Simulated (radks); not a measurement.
Q: La I, 57 electrons, occupied as [Xe] 5d1 6s2 (the NIST ground configuration). Calculated with a radial shooting solver on a logarithmic mesh with Libxc functionals: Dirac Kohn-Sham, PBEsol, spin-unpolarised, spherical densities, finite nucleus; open shells are shared between the two j in proportion to 2j + 1; Fermi nuclear charge, rms radius 4.855 fm. Some entries of the table are withheld. Estimate them.

orbital  occ.  eigenvalue (hartree)  r(max) (bohr)  <r> (bohr)
1s1/2       2             -1422.110        0.01608     0.02508
2s1/2       2             -226.3114        0.09112      0.1070
2p1/2       2             -213.4730        0.06951         (1)
2p3/2       4             -198.3019        0.07467         (2)
3s1/2       2             -48.39850         0.2607      0.2850
3p1/2       2             -42.98131         0.2473      0.2748
3p3/2       4             -40.02506         0.2586      0.2868
3d3/2       4             -30.52330         0.2082      0.2578
3d5/2       6             -29.89056         0.2114      0.2616
4s1/2       2              -9.76719            (3)      0.6544
4p1/2       2              -7.77391         0.6191      0.6748
4p3/2       4              -7.14333         0.6434      0.7019
4d3/2       4              -3.87387         0.6676      0.7624
4d5/2       6              -3.76444         0.6755      0.7720
5s1/2       2              -1.42946          1.408       1.557
5p1/2       2              -0.88745          1.541       1.749
5p3/2       4              -0.79457          1.607       1.830
6s1/2       2              -0.13614          3.809       4.399
5d3/2     0.4              -0.11815          2.199       2.962
5d5/2     0.6              -0.11123          2.238       3.029
6p1/2       0              -0.05383          4.791       5.722
6p3/2       0              -0.04727          5.005       6.002

A: 
(1) 2p1/2 <r> (bohr): 0.08993
(2) 2p3/2 <r> (bohr): 0.09603
(3) 4s1/2 r(max) (bohr): 0.6087
